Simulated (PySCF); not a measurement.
## Calculated data, ClH$_{4}$NSi$_{2}$, B$_{2}$ClH$_{4}$Si, CH$_{3}$BClSi, BClH$_{4}$NSi

Computed with PySCF 2.14.0. Calculation on a computer-drawn molecule: the log of a Hartree-Fock and frozen-core CCSD(T) single point meant for a local Hartree-Fock minimum, with one planted fault or none, to be diagnosed. Offsets are logged minus clean, where the clean run is the same molecule without the fault. The reference is restricted for singlets and unrestricted otherwise, and also for a bond in bohr or an excited solution. Adding or removing an electron swaps singlet and doublet. The excited solution moves the top pair (singlet) or top alpha electron (doublet) to the lowest empty orbital. Highest occupied and lowest empty are orbital energies over both spins, largest force is the largest gradient component, triples share is (T) over the correlation energy, the T1 limit is 0.02 restricted and 0.045 unrestricted, electrons count all cores, a negative frequency is imaginary (commonest isotopes), and the dipole is about the centre of nuclear charge.

Common to all runs: meant charge 0; meant basis cc-pV(D+d)Z; logged SCF converged yes; logged CC converged yes; logged SCF stable within its kind yes; possible faults no fault, one electron removed, one electron added, multiplicity raised by two, geometry at a saddle point, SCF held on an excited solution, minimal basis STO-3G, one bond length entered in bohr, all coordinates scaled.

```json
{"entry": 1, "formula": "ClH4NSi2", "logged_structure": {"atoms_angstrom": [["Si", 1.5989, -1.2159, -2.3673], ["N", 1.1694, 0.0414, -1.546], ["Si", 0.1176, 0.8018, -0.4837], ["Cl", -1.4569, -0.4492, 0.1231], ["H", 2.7962, -1.2136, -3.2191], ["H", 0.9045, -2.5137, -2.405], ["H", 0.7951, 1.1959, 0.7624], ["H", -0.5361, 1.9649, -1.1061]]}, "given": {"meant_multiplicity": 1, "logged_electrons": 56, "logged_basis_functions": 103, "logged_spin_squared": 0.0, "logged_highest_occupied [eV]": -10.877, "logged_lowest_empty [eV]": 1.1491, "logged_largest_force [hartree/bohr]": 1.7601e-05, "logged_lowest_frequency [cm^-1]": 59.82, "logged_T1_diagnostic": 0.015924, "logged_D1_diagnostic": 0.060248, "logged_triples_share": 0.029293, "logged_dipole_magnitude [debye]": 4.2876, "logged_energy_HF [hartree]": -1094.21174, "logged_energy_CCSD(T) [hartree]": -1094.76522, "drawn_bonds_atom": [1, 2, 3, 1, 1, 3, 3], "drawn_bonds_other_atom": [2, 3, 4, 5, 6, 7, 8], "drawn_bonds_order": [2, 1, 1, 1, 1, 1, 1]}, "results": {"planted_fault": "no fault", "HF_energy_offset_from_clean_run [kcal/mol]": 0.0, "CCSD(T)_energy_offset_from_clean_run [kcal/mol]": 0.0}}
{"entry": 2, "formula": "B2ClH4Si", "logged_structure": {"atoms_angstrom": [["Si", -1.6164, -2.2943, 3.4778], ["B", -1.2073, -0.6562, 0.2056], ["B", -1.5913, 0.9597, -0.1145], ["Cl", -0.3718, 2.2296, 0.1184], ["H", -1.2886, -3.7099, 3.7302], ["H", -2.1272, -1.6199, 4.6869], ["H", -0.7815, -1.3451, -0.6827], ["H", -2.6542, 1.338, -0.5135]]}, "given": {"meant_multiplicity": 2, "logged_electrons": 45, "logged_basis_functions": 94, "logged_spin_squared": 1.385, "logged_highest_occupied [eV]": -8.5424, "logged_lowest_empty [eV]": 0.71402, "logged_largest_force [hartree/bohr]": 0.024237, "logged_T1_diagnostic": 0.065287, "logged_D1_diagnostic": 0.31888, "logged_triples_share": 0.026199, "logged_dipole_magnitude [debye]": 1.5129, "logged_energy_HF [hartree]": -800.00603, "logged_energy_CCSD(T) [hartree]": -800.4389, "drawn_bonds_atom": [1, 2, 3, 1, 1, 2, 3], "drawn_bonds_other_atom": [2, 3, 4, 5, 6, 7, 8], "drawn_bonds_order": [1, 1, 1, 1, 1, 1, 1]}, "results": {"planted_fault": "one bond length entered in bohr, row 1 of the drawn bonds", "HF_energy_offset_from_clean_run [kcal/mol]": 65.51, "CCSD(T)_energy_offset_from_clean_run [kcal/mol]": 79.32}, "notes": ["T1 above single-reference limit"]}
{"entry": 3, "formula": "B2ClH4Si", "logged_structure": {"atoms_angstrom": [["Si", -1.6164, -2.2943, 3.4778], ["B", -1.3999, -1.4275, 1.7462], ["B", -1.7839, 0.1885, 1.4261], ["Cl", -0.5644, 1.4584, 1.659], ["H", -1.2886, -3.7099, 3.7302], ["H", -2.1272, -1.6199, 4.6869], ["H", -0.9741, -2.1164, 0.858], ["H", -2.8468, 0.5667, 1.0272]]}, "given": {"meant_multiplicity": 2, "logged_electrons": 45, "logged_basis_functions": 32, "logged_spin_squared": 0.7616, "logged_highest_occupied [eV]": -5.7984, "logged_lowest_empty [eV]": 4.9453, "logged_largest_force [hartree/bohr]": 0.027208, "logged_T1_diagnostic": 0.018684, "logged_D1_diagnostic": 0.097771, "logged_triples_share": 0.019098, "logged_dipole_magnitude [debye]": 2.4293, "logged_energy_HF [hartree]": -791.21078, "logged_energy_CCSD(T) [hartree]": -791.36292, "drawn_bonds_atom": [1, 2, 3, 1, 1, 2, 3], "drawn_bonds_other_atom": [2, 3, 4, 5, 6, 7, 8], "drawn_bonds_order": [1, 1, 1, 1, 1, 1, 1]}, "results": {"planted_fault": "minimal basis STO-3G", "HF_energy_offset_from_clean_run [kcal/mol]": 5585, "CCSD(T)_energy_offset_from_clean_run [kcal/mol]": 5775}}
{"entry": 4, "formula": "CH3BClSi", "logged_structure": {"atoms_angstrom": [["Si", 0.192, -2.4878, 0.6773], ["C", 0.1213, -1.1116, 1.9082], ["B", 0.8222, 0.0616, 1.6953], ["Cl", 1.7064, 1.4739, 1.3799], ["H", 0.9322, -2.0486, -0.5345], ["H", -1.1575, -2.9742, 0.2911], ["H", -0.4538, -1.2547, 2.818]]}, "given": {"meant_multiplicity": 2, "logged_electrons": 45, "logged_basis_functions": 89, "logged_spin_squared": 0.7723, "logged_highest_occupied [eV]": -7.8103, "logged_lowest_empty [eV]": 1.6969, "logged_largest_force [hartree/bohr]": 2.2063e-05, "logged_lowest_frequency [cm^-1]": 85.774, "logged_T1_diagnostic": 0.017176, "logged_D1_diagnostic": 0.055107, "logged_triples_share": 0.03441, "logged_dipole_magnitude [debye]": 1.4752, "logged_energy_HF [hartree]": -812.70055, "logged_energy_CCSD(T) [hartree]": -813.18999, "drawn_bonds_atom": [1, 2, 3, 1, 1, 2], "drawn_bonds_other_atom": [2, 3, 4, 5, 6, 7], "drawn_bonds_order": [1, 2, 1, 1, 1, 1]}, "results": {"planted_fault": "no fault", "HF_energy_offset_from_clean_run [kcal/mol]": 0.0, "CCSD(T)_energy_offset_from_clean_run [kcal/mol]": 0.0}}
{"entry": 5, "formula": "BClH4NSi", "logged_structure": {"atoms_angstrom": [["Si", -0.4324, 1.1968, -1.0431], ["N", 1.2677, 0.8006, -0.8126], ["B", 1.8869, -0.4431, -0.6704], ["Cl", 0.9125, -1.9414, -0.7338], ["H", -0.4799, 2.6672, -1.2252], ["H", -0.9915, 0.5062, -2.2252], ["H", 1.8889, 1.5862, -0.7381], ["H", 3.0623, -0.5579, -0.5039]]}, "given": {"meant_multiplicity": 2, "logged_electrons": 46, "logged_basis_functions": 94, "logged_spin_squared": 0.0, "logged_highest_occupied [eV]": -16.468, "logged_lowest_empty [eV]": -7.059, "logged_largest_force [hartree/bohr]": 0.081854, "logged_T1_diagnostic": 0.021563, "logged_D1_diagnostic": 0.085311, "logged_triples_share": 0.0306, "logged_dipole_magnitude [debye]": 8.0625, "logged_energy_HF [hartree]": -829.68328, "logged_energy_CCSD(T) [hartree]": -830.2152, "drawn_bonds_atom": [1, 2, 3, 1, 1, 2, 3], "drawn_bonds_other_atom": [2, 3, 4, 5, 6, 7, 8], "drawn_bonds_order": [1, 1, 1, 1, 1, 1, 1]}, "results": {"planted_fault": "one electron removed", "HF_energy_offset_from_clean_run [kcal/mol]": 185.3, "CCSD(T)_energy_offset_from_clean_run [kcal/mol]": 186.0}, "notes": ["T1 above single-reference limit"]}
```
